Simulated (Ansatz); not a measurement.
Reactions of `N=C(Cl)CO`.

Program: Ansatz. Geometries: PBE0-D4/def2-TZVP. ΔE: electronic, gas phase. CBS: MP2 limit from def2 TZ/QZ plus the TZ coupled-cluster correction, frozen cores. This one scheme is used for every species. Functionals use def2-TZVPP. For Br, Se outer-core shells are correlated without core-valence functions, which leaves a few kJ/mol of doubt a bond. Scalar relativity is left out up to krypton. Each species was taken in one conformer, which may not be the lowest.

```tsv
reaction	CCSD(T)/CBS(def2) (eV)
`N=C(Cl)CO` + H₂Se → `N=C(Cl)[SeH]` + CH₃OH	0.47
`N=C(Cl)CO` + `C=CCl` → `OC/C=C/Cl` + `N=CCl`	0.33
`N=C(Cl)CO` + HBr → `N=C(Cl)Br` + CH₃OH	?
`N=C(Cl)CO` + `OCO` → `OCOCO` + `N=CCl`	0.54
```

Task: Fill in the missing values. (An estimate is asked.)

Result: The calculation gave: `N=C(Cl)CO` + HBr → `N=C(Cl)Br` + CH₃OH: +0.65 eV.

Largest T1 diagnostic: 0.012, for `N=CCl`.
